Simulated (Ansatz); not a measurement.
C3H7NSi, SMILES NC=C=C[SiH3].

Geometry optimised at PBE0-D3(BJ)/def2-SVP. The structure was generated by enumeration; whether it is a known compound was not checked. One conformer was computed; it need not be the lowest.

Two levels are set side by side: PBE/def2-SVPD (Ansatz, a program for electronic structure) and PBE0/def2-SVPD (Ansatz). Energy differences of separate SCF runs at the same geometry; the states with an electron removed or added have multiplicity 2 and 2. Differences are taken from unrounded values.

```
quantity                           PBE0
---------------------------------  ----
vertical ionisation energy (eV)    7.95
vertical singlet–triplet gap (eV)  3.60
```

Task: What does PBE give, and how far is it from PBE0? (The exact figures need the calculation; the answer reports its results.)

Result: 
```tsv
quantity	PBE	PBE minus PBE0
vertical ionisation energy (eV)	7.84	-0.12
vertical singlet–triplet gap (eV)	3.47	-0.13
```
